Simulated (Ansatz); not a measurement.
An input meant for Ge(NCO)4 (GeC4N4O4) (charge 0, singlet; atoms displaced at random, 0.15 Å in each coordinate).

```yaml
crystal:
  periodic: [false, false, false]
  atoms:
    - {symbol: Ge, position_ang: [0.209022, -0.314158, 0.030729]}
    - {symbol: N, position_ang: [-0.362755, -0.347342, 1.403763]}
    - {symbol: C, position_ang: [-0.228772, -0.060030, 2.795249]}
    - {symbol: O, position_ang: [0.046778, -0.110302, 4.085327]}
    - {symbol: N, position_ang: [1.883948, -0.407810, -0.314274]}
    - {symbol: C, position_ang: [2.665648, 0.011985, -1.117373]}
    - {symbol: O, position_ang: [3.764958, 0.206236, -1.370189]}
    - {symbol: N, position_ang: [-0.318897, 1.837875, -1.089591]}
    - {symbol: C, position_ang: [-1.324978, 2.288571, -0.885937]}
    - {symbol: O, position_ang: [-2.281325, 3.205679, -1.343066]}
    - {symbol: N, position_ang: [-0.437278, -0.945636, -1.282844]}
    - {symbol: C, position_ang: [-1.543946, -2.524148, -0.687343]}
    - {symbol: O, position_ang: [-1.830632, -3.262389, -1.106726]}
basis:
  gaussian: {orbitals: def2-TZVPP, nuclear_model: gaussian}
hamiltonian: {xc: {name: wB97X-V}}
scf: {omitted_lower_state_checks: [starts]}
relax: {f_tol: 0.0001, max_steps: 1}
```

```sh
$ ansatz run in.yaml --threads 4 --pin off --events-out ev --progress --plain --max-ram 6963MiB
```

Shortened log:

```
Functional definition: wB97X-V
2333 factors; their error is unknown
502 factors; integrals over basis functions are off by at most 7.6e-6 eV
mean field evaluation 1: about -74772.7653 eV, gradient 1.0e2 eV
mean field evaluation 2: about -74737.7288 eV, gradient 1.6e2 eV
mean field evaluation 4: about -74790.2253 eV, gradient 1.1e1 eV
mean field evaluation 8: about -74790.5810 eV, gradient 3.0e-1 eV
mean field evaluation 16: about -74790.7948 eV, gradient 2.0e-2 eV
mean field -74790.79482309 eV, -2748.5110147272 hartree, gradient 4.9e-5 eV, S^2 0.000000; 0 other end points of the search recorded, 0 dependent functions left out
reference -74790.79482078 eV, -2748.5110146420 hartree; 58, 58 occupied and 362, 362 virtual orbitals, 2333 factors
relax step   1: F+E_penalty+E_count = -74790.79482309 eV  Δ(F+E_penalty+E_count) = +0.000e0 eV  max|allowed force component| = 5.681e1 eV/Å  Δτ_max = 0.0000 Å  (52 SCF iters, accepted)
Error: geometry relaxation did not converge after 1 steps: max|allowed force component| = 5.68e1 eV/Å (threshold 1.0e-4). Raise `relax.max_steps` over both its present limit and 1, loosen `relax.f_tol`, or start from a geometry closer to equilibrium. Where this run's directory can be resumed (`checkpoint.write`), a resume goes on for up to `relax.max_steps` more
```

In this input the relaxation is allowed too few steps for its threshold. The SCF steps converged, but the relaxation ran out of steps.
